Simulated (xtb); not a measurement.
C₃H₅ClGeO, SMILES O=[C]1C[CH2][Ge@H]1[Cl]. All values are semi-empirical tight-binding results from xtb (GFN2-xTB unless named), good for trends rather than for accurate numbers. Geometry optimised at GFN2-xTB. The structure was generated by enumeration; whether it is a known compound was not checked.

For metal compounds this method's bond lengths and energies can be far off.

```
Property                                      Result
-------------------------------------  -------------
orbital gap                                  2.93 eV
zero-point energy                      43.2 kcal/mol
G − E(el) at 298.15 K (modified RRHO)  22.2 kcal/mol
```
